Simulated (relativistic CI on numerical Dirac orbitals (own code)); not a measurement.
Calculated levels, Tm63+

Calculated at this level of theory: Dirac-Coulomb-Breit CI, separate exchange-only KLI orbitals for each configuration, model QED (radiative potential, 1s self-energy scaled to tabulated hydrogen-like ionisation energies), unscaled Slater integrals (own radial code, finite nucleus).

CI space (outside the closed core 1s2): 2s2.2p2, 2s.2p3, 2p4, 2p3.3s, 2p3.3p, 2p3.3d, 2s2.2p.3s, 2s2.2p.3p, 2s2.2p.3d, 2s.2p2.3s, 2s.2p2.3p, 2s.2p2.3d, 2s2.2p.4s, 2s2.2p.4p, 2s2.2p.4d, 2s2.2p.4f. Levels of other configurations are missing.

The lowest level is 2s2.2p2 3P_0, with 69 % of that term; Hund's rules for 2s2.2p2 give 3P with J = 0, in agreement.

| No. | Configuration | Term | J | E (eV) | % | Next component (%) | Landé g | Lifetime (s) |
| --- | --- | --- | --- | --- | --- | --- | --- | --- |
| 1 | 2s2.2p2 | 3P | 0 | 0.00 | 69 | 31 1S |  |  |
| 2 | 2s2.2p2 | 3P | 1 | 1021.79 | 100 |  | 1.472 | 1.51e-10 |
| 3 | 2s2.2p2 | 1D | 2 | 1039.96 | 65 | 35 3P | 1.141 | 3.87e-08 |
| 4 | 2s.2p3 | 3P° | 2 | 1291.94 | 48 | 27 5S° | 1.505 | 3.60e-11 |
| 5 | 2s.2p3 | 3D° | 1 | 1373.50 | 31 | 30 1P° | 1.109 | 1.53e-13 |
| 6 | 2s2.2p2 | 3P | 2 | 2082.15 | 64 | 35 1D | 1.294 | 3.36e-11 |
| 7 | 2s2.2p2 | 1S | 0 | 2139.28 | 68 | 31 3P |  | 2.92e-11 |
| 8 | 2s.2p3 | 5S° | 2 | 2287.30 | 50 | 46 3D° | 1.549 | 6.71e-13 |
| 9 | 2s.2p3 | 3D° | 3 | 2330.61 | 100 |  | 1.299 | 7.07e-13 |
| 10 | 2s.2p3 | 3P° | 0 | 2386.52 | 100 |  |  | 1.92e-13 |
| 11 | 2s.2p3 | 3S° | 1 | 2407.61 | 52 | 43 3D° | 1.300 | 9.86e-14 |
| 12 | 2s.2p3 | 1D° | 2 | 2417.55 | 74 | 21 3D° | 1.051 | 1.01e-13 |
| 13 | 2s.2p3 | 3P° | 1 | 2421.23 | 62 | 33 1P° | 1.303 | 1.65e-13 |
| 14 | 2p4 | 3P | 2 | 2704.16 | 68 | 31 1D | 1.311 | 1.06e-13 |
| 15 | 2p4 | 1S | 0 | 2764.74 | 64 | 36 3P |  | 9.30e-14 |
| 16 | 2s.2p3 | 3P° | 2 | 3404.72 | 51 | 18 5S° | 1.432 | 2.03e-13 |
| 17 | 2s.2p3 | 1P° | 1 | 3484.10 | 37 | 24 3D° | 1.163 | 8.00e-14 |
| 18 | 2p4 | 3P | 1 | 3739.94 | 100 |  | 1.472 | 6.67e-14 |
| 19 | 2p4 | 1D | 2 | 3758.59 | 68 | 32 3P | 1.124 | 6.92e-14 |
| 20 | 2p4 | 3P | 0 | 4826.44 | 64 | 36 1S |  | 5.02e-14 |
| 21 | 2s2.2p.3s | 3P° | 0 | 8832.02 | 99 |  |  | 6.02e-15 |
| 22 | 2s2.2p.3s | 3P° | 1 | 8835.57 | 67 | 33 1P° | 1.306 | 4.88e-15 |
| 23 | 2s2.2p.3p | 3D | 1 | 8911.92 | 74 | 22 1P | 0.638 | 4.09e-13 |
| 24 | 2s2.2p.3p | 3P | 0 | 8955.66 | 67 | 32 1S |  | 1.82e-13 |
| 25 | 2s.2p2.3s | 5P | 1 | 9076.73 | 42 | 31 3S | 2.008 | 6.12e-15 |
| 26 | 2s.2p2.3s | 3P | 0 | 9113.51 | 68 | 31 1S |  | 6.49e-15 |
| 27 | 2s.2p2.3p | 3P° | 1 | 9164.80 | 33 | 21 5D° | 1.351 | 2.29e-15 |
| 28 | 2s.2p2.3p | 3P° | 0 | 9165.49 | 51 | 43 5D° |  | 2.08e-13 |
| 29 | 2s2.2p.3p | 3D | 2 | 9235.36 | 52 | 31 1D | 1.148 | 2.71e-13 |
| 30 | 2s2.2p.3p | 3P | 1 | 9236.99 | 48 | 30 3S | 1.504 | 2.45e-13 |

Energies count from the lowest computed level; ° marks odd parity; lifetimes are radiative, by E1, M1, E2, M2 decay to levels of this space only.

The mean weight of the leading LS term, summed over parents, in these 30 levels is 65 %, and that of the leading jj configuration (from the same eigenvectors) 99 %, so jj coupling describes them better and the LS labels are nominal.

At this charge energies of transitions that change n are usually good to better than 1 %, and those within a shell (Δn = 0) to a few per cent.

LS names give the leading component of a level, which can be under half, so a name can repeat, a term be missing and a line seem to break the LS rules.
